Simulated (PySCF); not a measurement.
**Radial density of Ca (calcium, neutral)**

UHF, [Ar] 4p2, high-spin 3P determinant (an excited configuration). All numbers are calculated (PySCF 2.14, scalar relativity by spin-free X2C-1e, in aug-cc-pwCVQZ-X2C).

| r (bohr) | 4πr²ρ (e/bohr) | 4πr²(ρα − ρβ) |
| --- | --- | --- |
| 0.00100 | 0.08394 | 0.0000 |
| 0.00169 | 0.2205 | 0.0000 |
| 0.00284 | 0.5702 | 0.0000 |
| 0.00478 | 1.434 | 0.0000 |
| 0.00804 | 3.434 | 0.0000 |
| 0.0135 | 7.568 | 0.0001 |
| 0.0228 | 14.47 | 0.0003 |
| 0.0383 | 21.82 | 0.0010 |
| 0.0644 | 22.79 | 0.0037 |
| 0.108 | 17.40 | 0.0118 |
| 0.182 | 21.01 | 0.0219 |
| 0.306 | 23.03 | 0.0090 |
| 0.515 | 8.415 | 0.0087 |
| 0.867 | 7.281 | 0.0692 |
| 1.46 | 4.983 | 0.0007 |
| 2.45 | 0.6352 | 0.1335 |
| 4.12 | 0.4662 | 0.4626 |
| 6.94 | 0.2067 | 0.2067 |
| 11.7 | 0.008875 | 0.0089 |

Densities and radii are taken from the X2C orbitals without a picture-change correction, which distorts them close to the nucleus.
